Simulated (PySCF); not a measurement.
Molecule: CH₅BNO₂, charge -1, multiplicity 1. It need not be the lowest isomer of its formula. Whether it binds its extra electron was not tested at this geometry. 
Coordinates optimised at B3LYP-D3(BJ)/def2-TZVP (Ansatz):
SMILES: CNB([O-])O
```xyz
10

C     -1.7874     0.0652    -0.6329
N     -0.6042    -0.6879    -0.3011
B      0.6581    -0.0990     0.2870
O      1.4337    -0.7503     1.0810
O      0.8956     1.2615    -0.1602
H     -2.2538     0.6149     0.2090
H     -1.5717     0.8176    -1.4036
H     -2.5675    -0.5799    -1.0601
H     -0.8247    -1.5495     0.1763
H      0.2471     1.5266    -0.8180
```
Charge -1, spin multiplicity 1.

Dispersion corrections to the total energy (kcal/mol) from the dftd3 and dftd4 libraries through PySCF: D3(BJ) without and D4 with the three-body term, each with the damping fitted for the functional named.

```csv
functional,D3(BJ),D4
r2SCAN,-1.05,…
revPBE,-10.13,-15.46
LC-wPBE,-3.42,…
PW6B95,-1.72,-3.74
TPSSh,-4.33,…
PBE,-3.86,-4.34
PBE0,-3.24,-3.61
```

Task: Fill in the missing entries.

Result: 
- r2SCAN, D4: -1.10
- LC-wPBE, D4: -4.77
- TPSSh, D4: -5.35
